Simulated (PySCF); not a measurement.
F₆Re, doublet, at a GFN2-xTB geometry (such geometries of metal compounds can be far from the true shape) (core potentials on Re); DF-B3LYP/def2-SV(P) (PySCF).

PySCF was given this input:
```python
from pyscf import gto, scf, dft

mol = gto.M(
    atom='''
Re   -0.000000    0.000000    0.000000
F     1.079769   -0.459373   -1.367109
F    -1.079769    0.459373    1.367109
F    -1.145970    0.763622   -1.161700
F    -0.875651   -1.565813   -0.165465
F     0.875651    1.565813    0.165465
F     1.145970   -0.763622    1.161700
''',
    basis='def2-sv(p)',
    ecp={'Re': 'def2-sv(p)'},
    charge=0,
    spin=1,
    verbose=4,
)

mf = dft.UKS(mol)
mf.xc = 'b3lyp'
mf.grids.radi_method = dft.radi.gauss_chebyshev
mf = mf.density_fit(auxbasis='def2-universal-jkfit')
mf.kernel()
```

### Question
What does PySCF print? Leave out banner, timings and long lists.

### Answer

```
PySCF version 2.14.0

[INPUT] verbose = 4
[INPUT] num. atoms = 7
[INPUT] num. electrons = 69
[INPUT] charge = 0
[INPUT] spin (= nelec alpha-beta = 2S) = 1
[INPUT] symmetry False subgroup None
[INPUT] Mole.unit = angstrom
[INPUT] Symbol           X                Y                Z      unit          X                Y                Z       unit  Magmom
[INPUT]  1 Re     0.000000000000   0.000000000000   0.000000000000 AA    0.000000000000   0.000000000000   0.000000000000 Bohr   0.0
[INPUT]  2 F      1.079769000000  -0.459373000000  -1.367109000000 AA    2.040467687795  -0.868089159020  -2.583461592428 Bohr   0.0
[INPUT]  3 F     -1.079769000000   0.459373000000   1.367109000000 AA   -2.040467687795   0.868089159020   2.583461592428 Bohr   0.0
[INPUT]  4 F     -1.145970000000   0.763622000000  -1.161700000000 AA   -2.165569446968   1.443036442693  -2.195294838907 Bohr   0.0
[INPUT]  5 F     -0.875651000000  -1.565813000000  -0.165465000000 AA   -1.654740570702  -2.958957732284  -0.312683533201 Bohr   0.0
[INPUT]  6 F      0.875651000000   1.565813000000   0.165465000000 AA    1.654740570702   2.958957732284   0.312683533201 Bohr   0.0
[INPUT]  7 F      1.145970000000  -0.763622000000   1.161700000000 AA    2.165569446968  -1.443036442693   2.195294838907 Bohr   0.0

nuclear repulsion = 475.475345421862
number of shells = 47
number of NR pGTOs = 194
number of NR cGTOs = 109
basis = def2-sv(p)
ecp = {'Re': 'def2-sv(p)'}

******** <class 'pyscf.df.df_jk.DFUKS'> ********
method = DFUKS
initial guess = minao
damping factor = 0
level_shift factor = 0
DIIS = <class 'pyscf.scf.diis.CDIIS'>
diis_start_cycle = 1
diis_space = 8
diis_damp = 0
SCF conv_tol = 1e-09
SCF conv_tol_grad = None
SCF max_cycles = 50
direct_scf = False
number electrons alpha = 35  beta = 34
XC library pyscf.dft.libxc version 7.1.2
    S. Lehtola, C. Steigemann, M. J. T. Oliveira, and M. A. L. Marques,  SoftwareX 7, 1–5 (2018)
XC functionals = b3lyp
    P. J. Stephens, F. J. Devlin, C. F. Chabalowski, and M. J. Frisch,  J. Phys. Chem. 98, 11623 (1994)
radial grids: Gauss-Chebyshev [JCP 108, 3226 (1998); DOI:10.1063/1.475719) radial grids
becke partition: Becke, JCP 88, 2547 (1988); DOI:10.1063/1.454033
pruning grids: <function nwchem_prune>
grids dens level: 3
symmetrized grids: False
atomic radii adjust function: <function treutler_atomic_radii_adjust>
small_rho_cutoff = 0
Set gradient conv threshold to 3.16228e-05
tot grids = 106800
******** <class 'pyscf.df.df.DF'> ********
auxbasis = def2-universal-jkfit
init E= -664.845818720028

cycle= 1 E= -676.360055426005  delta_E= -11.5  |g|= 1.26  |ddm|= 5.62
cycle= 2 E= -672.363621494893  delta_E=    4  |g|= 3.37  |ddm|= 3.23
cycle= 3 E= -676.859496981648  delta_E= -4.5  |g|= 0.509  |ddm|= 2.67
cycle= 4 E= -676.936927053371  delta_E= -0.0774  |g|= 0.232  |ddm|= 0.503
cycle= 5 E= -676.954334429197  delta_E= -0.0174  |g|= 0.0567  |ddm|= 0.191
cycle= 6 E= -676.95570185537  delta_E= -0.00137  |g|= 0.00747  |ddm|= 0.0541
cycle= 7 E= -676.955725951091  delta_E= -2.41e-05  |g|= 0.00357  |ddm|= 0.0104
cycle= 8 E= -676.955733455811  delta_E= -7.5e-06  |g|= 0.000952  |ddm|= 0.00561
cycle= 9 E= -676.955740297806  delta_E= -6.84e-06  |g|= 0.000725  |ddm|= 0.0096
cycle= 10 E= -676.955747747641  delta_E= -7.45e-06  |g|= 0.000766  |ddm|= 0.0106
cycle= 11 E= -676.955726878892  delta_E= 2.09e-05  |g|= 0.000779  |ddm|= 0.03
cycle= 12 E= -676.955612906607  delta_E= 0.000114  |g|= 0.00348  |ddm|= 0.223
cycle= 13 E= -676.955614042687  delta_E= -1.14e-06  |g|= 0.00388  |ddm|= 0.00936
cycle= 14 E= -676.955620602145  delta_E= -6.56e-06  |g|= 0.00264  |ddm|= 0.00853
cycle= 15 E= -676.955597697211  delta_E= 2.29e-05  |g|= 0.00342  |ddm|= 0.117
cycle= 16 E= -676.955603699087  delta_E= -6e-06  |g|= 0.00214  |ddm|= 0.0704
cycle= 17 E= -676.9556041736  delta_E= -4.75e-07  |g|= 0.000617  |ddm|= 0.0192
cycle= 18 E= -676.955602300855  delta_E= 1.87e-06  |g|= 0.00142  |ddm|= 0.0379
cycle= 19 E= -676.955603274579  delta_E= -9.74e-07  |g|= 3.47e-05  |ddm|= 0.00528
cycle= 20 E= -676.955603271246  delta_E= 3.33e-09  |g|= 4.05e-05  |ddm|= 0.00206
cycle= 21 E= -676.955603272077  delta_E= -8.32e-10  |g|= 3.16e-05  |ddm|= 0.000143
Extra cycle  E= -676.955603271394  delta_E= 6.84e-10  |g|= 6.94e-05  |ddm|= 0.000119
converged SCF energy = -676.955603271394  <S^2> = 0.75210824  2S+1 = 2.0021071
```
